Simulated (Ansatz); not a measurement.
CH6Cl2Si2, SMILES `C[SiH2][SiH](Cl)Cl`, relaxed with RKS PBE-D4/def2-SVP in Ansatz from a rough embedded geometry. The force threshold is 0.03 eV/Å; the program also tests the step.

Total charge 0; spin multiplicity 1.

Start:

```xyz
11

C    -0.247   -0.344    1.589
Si   -0.551    0.714    0.181
Si    0.612   -0.068   -1.647
Cl    2.551   -0.125   -1.346
Cl    0.048   -1.958   -2.163
H     0.809   -0.457    1.872
H    -0.802   -0.046    2.490
H    -0.609   -1.425    1.380
H    -0.163    2.110    0.561
H    -2.030    0.783   -0.080
H     0.383    0.816   -2.837
```

Problem. How much energy does the relaxation release, and in how many steps? (Estimate.)

Solution. The calculation gave: 41.90 kJ/mol, in 6 steps.

Problem. Which bonds change most? (An estimate is asked.)

Solution. Computed: Si3–Cl4 from 1.963 to 2.091 Å; C1–Si2 from 1.787 to 1.890 Å; Si3–Cl5 from 2.039 to 2.091 Å; C1–H8 from 1.158 to 1.108 Å.

Problem. Give the relaxed structure. (Estimate.)

Solution. Ansatz gave: 
```xyz
11

C    -0.231   -0.433    1.605
Si   -0.608    0.772    0.198
Si    0.564   -0.006   -1.679
Cl    2.587   -0.061   -1.155
Cl   -0.096   -1.956   -2.043
H     0.860   -0.459    1.800
H    -0.752   -0.134    2.537
H    -0.557   -1.455    1.327
H    -0.146    2.170    0.513
H    -2.078    0.812   -0.131
H     0.458    0.750   -2.971
```
